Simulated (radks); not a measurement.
Values are calculated unless marked as measured or tabulated.
Removal energies from the lead ion Pb5+, [Xe] 4f14 5d9, by Delta-SCF beside the eigenvalue of the level emptied. Level of theory: scalar-relativistic Kohn-Sham, PBE, spin-polarised, spherical densities, finite nucleus; Fermi nuclear charge, rms radius of each element as measured or else 0.836 A^(1/3) + 0.57 fm (a radial shooting solver on a logarithmic mesh with Libxc functionals). Open shells are filled with parallel spins first.

removed from,final configuration,Delta-SCF (eV),-eigenvalue (eV)
5d,[Xe] 4f14 5d8,85.933,77.668
5p,[Kr] 4d10 4f14 5s2 5p5 5d9,153.86,144.27
4f,[Xe] 4f13 5d9,209.24,192.86
5s,[Kr] 4d10 4f14 5s1 5p6 5d9,213.39,203.01
